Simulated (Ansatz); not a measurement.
`C[S][Ge]([F])([F])[F]` + H₂ → `C[S][GeH]([F])[F]` + H–F at 700 K and 1 bar (hydrogenolysis of a Ge–F bond).

Program: Ansatz. Geometries: PBE0-D4/def2-TZVP. ΔE: electronic, gas phase. CCSD(T)/CBS adds triple-zeta CCSD(T) − MP2 to the extrapolated MP2 energy (def2 sets, frozen cores). This one scheme is used for every species. For Ge outer-core shells are correlated without core-valence functions, which leaves a few kJ/mol of doubt a bond. Scalar relativity is left out up to krypton. One conformer a species, not always the lowest.

| species | CCSD(T)/CBS energy (Eh) | H − E (kJ/mol) | S (J/(mol·K)) |
| --- | --- | --- | --- |
| `C[S][Ge]([F])([F])[F]` | -2813.26625 | 204.8 | 511.1 |
| H₂ | -1.17544 | 46.8 | 155.3 |
| `C[S][GeH]([F])[F]` | -2714.02980 | 212.7 | 483.5 |
| H–F | -100.39570 | 45.2 | 198.5 |

H − E and S are ideal-gas, rigid-rotor, harmonic terms from PBE0-D4/def2-TZVP, for one conformer and one mirror image of each species. For small species the MP2-based limit differs from directly extrapolated CCSD(T) by up to some mEh (0.8 for H₂); such offsets cancel only in part. 1 Eh = 2625.50 kJ/mol, R = 8.31446 J/(mol·K).

Task: By hand: ΔE, ΔH, ΔS and ΔG.

Result: ΔE = (-2714.02980) + (-100.39570) − (-2813.26625) − (-1.17544) = 0.01619 Eh = 42.5 kJ/mol. Δ(H − E) = 212.7 + 45.2 − 204.8 − 46.8 = 6.3, so ΔH = 48.8 kJ/mol. ΔS = 483.5 + 198.5 − 511.1 − 155.3 = 15.6 J/(mol·K). ΔG = 48.8 − 700 × (15.6)/1000 = 37.9 kJ/mol.

Task: By hand: the equilibrium constant, and the temperature at which ΔG would vanish if ΔH and ΔS stayed fixed.

Result: log₁₀ K = −ΔG/(RT ln 10) = -2.8. ΔG = 0 at ΔH/ΔS = 3128 K, far beyond where these terms or the molecules hold.

ΔH outweighs TΔS. A doubt of 5 kJ/mol in ΔE shifts log₁₀ K by 0.4 here. Other conformers and mirror images would add mixing entropy, several J/(mol·K) or more a flexible species. Modes under 60 cm⁻¹, often nearly free rotors, make the harmonic entropy too high. These are equilibria of isolated gas molecules and say nothing of rates. Largest T1 diagnostic: 0.012 (customary marks: 0.02 for closed shells, 0.045 for open ones).
